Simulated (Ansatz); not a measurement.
Four-centre ligand exchange

Start structure (ZnH$_{3}$SOF, singlet), relaxed at PBE0-D4/def2-TZVP:

```tsv
atom	x (Å)	y (Å)	z (Å)
Zn1	0.1066	-0.4492	-0.3500
S2	0.2438	-0.4718	1.8426
O3	0.1036	-0.5822	-2.1198
H4	-1.0688	1.1341	1.0461
F5	-1.3723	1.4228	0.1968
H6	1.3725	0.2596	1.8560
H7	0.6149	-1.3132	-2.4717
```

The step: ZnH₂SO ([OH][Zn][SH]) + HF → ZnHOF ([OH][Zn][F]) + H₂S (still joined by a long Zn–S bond); bonds formed: Zn1–F5, S2–H4; bonds broken: H4–F5; bonds weakened to dative contacts: Zn1–S2. Computed with Ansatz 0.2.0 (basis: def2-TZVPP and def2-QZVPP); correlated methods freeze the cores. The 3s and 3p shells of Cu and Zn are frozen; filled d shells are correlated. Extrapolation: Hartree–Fock as exp(−7.88 √X), correlation as X^−2.97. Energies below are by CCSD(T) at an estimated basis limit (MP2 extrapolated from triple and quadruple zeta, plus CCSD(T) − MP2 in triple zeta).

Q: What are the electronic barrier and the energy of the step, from the start structure to the end structure? (Judge from chemistry; the value comes from the calculation.)

A: The calculation gives: Barrier 11.58 kcal/mol; step energy 4.65 kcal/mol (uphill); reverse barrier, their difference, 6.94 kcal/mol. Barrier and step energy count from the start structure, the reverse barrier from the end structure.

The saddle point: One imaginary mode of 514i cm⁻¹.
```
  pair  start (Å)  saddle (Å)  end (Å)
Zn1–F5       2.45        1.92     1.78
 S2–H4       2.22        1.51     1.35
Zn1–S2       2.20        2.42     2.68
 H4–F5       0.95        1.34     2.37
```

Zero-point energy (harmonic, PBE0-D4): ZPE is 21.39 kcal/mol at the start and 19.16 kcal/mol at the saddle, so the barrier goes from 11.58 to 9.36 kcal/mol.

The T1 diagnostic stays at or below 0.017.

Labels in which every atom is bracketed show which atoms are joined, not bond orders.

For scale, one of the runs: CCSD(T)/def2-TZVPP, 210 basis functions (an equivalent command: `ansatz run in.yaml --threads 4`). Time: 93 s of wall clock on 4 CPU threads; the host was shared. Peak host memory: 2.9 GiB.
